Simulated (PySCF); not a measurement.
A structure optimised at PBE-D3(BJ)/def2-SVP, used in a PySCF frequency run:

```xyz
10

Sb     0.7390     0.1336     0.0000
Cl    -0.9092     1.9243     0.0000
Si    -0.6102    -1.1207     1.8456
H     -0.4984    -0.3340     3.1220
H     -0.0214    -2.4916     2.0620
H     -2.0541    -1.2468     1.4492
Si    -0.6102    -1.1207    -1.8456
H     -0.4984    -0.3340    -3.1220
H     -2.0541    -1.2468    -1.4492
H     -0.0214    -2.4916    -2.0620
```

Task: Write its SMILES, formula and point group.

Result: [SiH3][Sb]([SiH3])[Cl], ClH6SbSi2, Cs

Task: What are its rotational constants (standard atomic weights)?

Result: 1.4723, 1.4545, 1.1399 GHz
